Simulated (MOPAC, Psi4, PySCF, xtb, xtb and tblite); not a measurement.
Two geometries of Si(H)(NMe2)3, SMILES N([SiH](N(C)C)N(C)C)(C)C (C₆H₁₉N₃Si), relaxed at GFN2-xTB with one dihedral held; other torsions can differ between them too.

Structure A

```
29

Si    -0.3920    -0.0745    -0.2824
N     -0.5596     1.2427     0.8077
C     -1.7896     1.9507     1.0176
C      0.5437     1.8054     1.5381
N      1.1318     0.1134    -1.0633
C      1.3688     1.2796    -1.8734
C      2.0250    -0.9698    -1.3760
N     -0.3990    -1.5894     0.5416
C     -0.8007    -1.7097     1.9192
C     -0.5452    -2.8282    -0.1769
H     -1.5357     0.0318    -1.2142
H     -1.6859     3.0063     0.7363
H     -2.0903     1.9138     2.0725
H     -2.5783     1.5056     0.4189
H      0.3645     1.7580     2.6197
H      1.4494     1.2538     1.3065
H      0.6919     2.8593     1.2699
H      2.4024     1.6190    -1.7521
H      1.2003     1.0760    -2.9383
H      0.6984     2.0749    -1.5628
H      1.8622    -1.3579    -2.3909
H      1.8794    -1.7739    -0.6627
H      3.0623    -0.6257    -1.3116
H     -1.8417    -2.0468     2.0081
H     -0.7040    -0.7463     2.4081
H     -0.1649    -2.4368     2.4350
H      0.1058    -3.5985     0.2512
H     -1.5779    -3.1975    -0.1294
H     -0.2823    -2.6830    -1.2202
```

Structure B

```
29

Si    -0.4266     0.0071    -0.2946
N     -0.6066     1.1938     0.9387
C     -1.8477     1.2841     1.6634
C      0.1498     2.4160     0.9831
N      1.1589     0.1606    -0.9619
C      1.4618     1.1782    -1.9356
C      2.0640    -0.9563    -1.0460
N     -0.7161    -1.5090     0.4613
C     -0.3616    -1.8074     1.8230
C     -1.0226    -2.6849    -0.3036
H     -1.4523     0.0944    -1.3579
H     -2.5033     2.0595     1.2472
H     -1.6548     1.5321     2.7121
H     -2.3637     0.3310     1.6131
H      0.3028     2.7204     2.0233
H      1.1175     2.2577     0.5193
H     -0.3650     3.2365     0.4647
H      2.4625     1.5880    -1.7604
H      1.4373     0.7756    -2.9565
H      0.7340     1.9809    -1.8668
H      2.0194    -1.4431    -2.0295
H      1.8122    -1.6863    -0.2844
H      3.0926    -0.6184    -0.8830
H     -1.2011    -2.2916     2.3360
H     -0.1124    -0.8870     2.3409
H      0.4992    -2.4871     1.8766
H     -0.1582    -3.3582    -0.3803
H     -1.8398    -3.2415     0.1683
H     -1.3262    -2.4005    -1.3067
```

Problem. Which is lower in energy at the level B3LYP-D3(BJ)/def2-SVP // GFN2-xTB (Psi4), and by how much?

Solution. A is lower, by 1.28 kJ/mol (dihedral N5–Si1–N2–C3: 140° in A, 180° in B).

E(B) − E(A) in kJ/mol at the other levels, on the same two geometries: GFN2-xTB (xtb and tblite) -2.10; B3LYP/def2-SVP // GFN2-xTB (Psi4) 2.17; PBE/def2-SVP // GFN2-xTB (Psi4) 1.95; PBE-D3(BJ)/def2-SVP // GFN2-xTB (Psi4) 1.44; AM1, restricted, heats of formation // GFN2-xTB (MOPAC) 4.06; PM6, restricted, heats of formation // GFN2-xTB (MOPAC) 1.27; GFN1-xTB // GFN2-xTB (xtb) 1.36; restricted B3LYP/6-31G*, spherical d, density fitting // GFN2-xTB (PySCF) 1.20; restricted M06-2X/6-31G*, spherical d, density fitting // GFN2-xTB (PySCF) -0.87; restricted BP86/6-31G*, spherical d, density fitting // GFN2-xTB (PySCF) 1.22; restricted B3LYP/3-21G, density fitting // GFN2-xTB (PySCF) 2.95.
